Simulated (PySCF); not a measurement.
Al(Me)(OSiH3) (CH6AlOSi), SMILES [CH3][Al+][O][SiH3], charge +1. Heavy atoms are numbered as in [Al+:1]([CH3:2])[O:6][SiH3:7]. Hydrogens are named by the atom that carries them.

Geometry: PBE0-D3(BJ)/def2-SVP. The spin state was assumed, not searched. The isomer is the one that the SMILES or the coordinates give; other isomers of the formula were not compared. One conformer was computed; it need not be the lowest.

These are PBE0/pcSseg-1 run with PySCF values and carry that method's errors.

GIAO shieldings, no solvent; atoms alike by connectivity are averaged. δ = σ(ref) − σ: ¹³C against TMS (σ = 186.3 ppm); ¹H against TMS (σ = 31.56 ppm); ¹⁷O against H2O (σ = 334.2 ppm); ²⁹Si against TMS (σ = 352.7 ppm), references at their B3LYP-D3(BJ)/def2-TZVP geometries, non-relativistic.

```tsv
nucleus	atoms	count	δ (ppm)
¹³C	C2 (CH3)	1	-13.0
¹H	H on Si7	3	5.79
¹H	H on C2	3	1.87
¹⁷O	O6	1	66.3
²⁹Si	Si7 (SiH3)	1	-0.6
```
